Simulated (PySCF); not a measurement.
Working out the ionisation energy of Ca²⁺

Ca²⁺ [Ar] (1S) → Ca³⁺ [Ne] 3s2 3p5 (2P). All numbers are calculated (PySCF 2.14, the non-relativistic Hamiltonian (point nucleus), in 6-31G*). Frozen: [Ne] 3s2. Energies in hartree (1 hartree = 27.21139 eV):

```csv
part,Ca²⁺ (lower),Ca³⁺ (upper)
UHF,-676.103893,-674.249847
CCSD correlation,-0.138165,-0.098479
(T),-0.000139,-0.000056
```

Problem. What does Hartree-Fock give?

Solution. (-674.249847) − (-676.103893) = 1.854046 hartree = 50.451 eV.

Problem. What do CCSD and CCSD(T) give?

Solution. The CCSD correlation energies differ by 0.039686 hartree = 1.080 eV and the triples by 0.000083 hartree = 0.002 eV, so CCSD gives 51.531 eV and CCSD(T) 51.533 eV.

Reference: 50.913 eV (measured; NIST Atomic Spectra Database, ionization energies), between the lowest levels; spin-orbit coupling is absent from the calculation.

The calculation is non-relativistic.

What remains against the reference includes basis incompleteness, the frozen core and higher excitations.
